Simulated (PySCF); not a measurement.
Spinor energies of Kr²⁷⁺ (krypton, charge +27)

Start: [He] 2s2 2p5; 2p1/2 filled at m_j = -1/2, +1/2; 2p3/2 filled at m_j = -1/2, +1/2, +3/2. Calculated with PySCF 2.14 in an uncontracted even-tempered set (17 s from 9 bohr⁻², ratio 2.4; 12 p from 12 bohr⁻², ratio 2.4; 5 d from 47 bohr⁻², ratio 2.6; 4 f from 70 bohr⁻², ratio 2.6): generalised Hartree-Fock with the X2C-1e Hamiltonian and a Gaussian nucleus; one run each with spin-orbit coupling (SO) switched off, then screened by Boettger's factors.

```csv
spinor shell,electrons,"ε, spin-free (eV)","ε, screened SO (eV)",weight of nominal j (screened SO),"rms radius, screened SO (bohr)"
1s1/2,2,-15887.2,-15885.5,1.000,0.0477
2s1/2,2,-3295.0,-3294.5,1.000,0.192
2p1/2,2,-3095.6,-3133.8,0.988,0.168
2p3/2,3,-3095.6,-3076.8,0.992,0.171
```

| quantity | spin-free | screened SO |
| --- | --- | --- |
| E (hartree) | -2217.64473 | -2218.46886 |
| M_J | 3/2 | 3/2 |
| ⟨J²⟩ | 3.750 | 3.750 |
| ⟨L²⟩ | 2.000 | 2.001 |
| ⟨S²⟩ | 0.750 | 0.751 |

Each row is a mean over spinors that exchange with the open shell spreads, by up to 28.006 eV (2s1/2).

Without spin-orbit coupling the j labels of p, d and f shells carry no meaning; the spin-free column gives the mean over the occupied spinors of each nl shell.
